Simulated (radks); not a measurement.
The numbers below are computed, except where a source is named.
Ionisation of neutral rubidium, [Kr] 5s1, to Rb+, [Kr], under several functionals. Scalar-relativistic Kohn-Sham, spin-polarised, spherical densities, finite nucleus; open shells are filled with parallel spins first (spin-orbit coupling, left out, can overturn this in heavy ions); a radial shooting solver on a logarithmic mesh with Libxc functionals.

PBE: E(Rb) (hartree) -2981.17407; Exc (hartree) -100.66842; IE (eV) 4.290; -e(HOMO) (eV) 2.436; <r> HOMO (bohr) 5.171; IE error (eV) +0.113
Wu-Cohen GGA: E(Rb) (hartree) -2980.62107; Exc (hartree) -100.10999; IE (eV) 4.215; -e(HOMO) (eV) 2.448; <r> HOMO (bohr) 5.136; IE error (eV) +0.038
BP86: E(Rb) (hartree) -2981.90792; Exc (hartree) -101.41107; IE (eV) 4.343; -e(HOMO) (eV) 2.567; <r> HOMO (bohr) 5.085; IE error (eV) +0.166
revPBE: E(Rb) (hartree) -2981.35575; Exc (hartree) -100.85466; IE (eV) 4.223; -e(HOMO) (eV) 2.407; <r> HOMO (bohr) 5.225; IE error (eV) +0.046
r2SCAN: E(Rb) (hartree) -2981.68263; Exc (hartree) -101.09982; IE (eV) 4.090; -e(HOMO) (eV) 2.495; <r> HOMO (bohr) 5.219; IE error (eV) -0.087
LDA (Slater exchange, Perdew-Zunger correlation): E(Rb) (hartree) -2977.62162; Exc (hartree) -97.06706; IE (eV) 4.402; -e(HOMO) (eV) 2.544; <r> HOMO (bohr) 5.049; IE error (eV) +0.225
exchange-only LDA: E(Rb) (hartree) -2974.27154; Exc (hartree) -93.66190; IE (eV) 3.902; -e(HOMO) (eV) 2.115; <r> HOMO (bohr) 5.284; IE error (eV) -0.275

NIST Atomic Spectra Database: 4.177 eV (measured). Closest: Wu-Cohen GGA. The Delta-SCF values span 0.50 eV, the total energies 7.64 hartree. The highest occupied level is 5s.
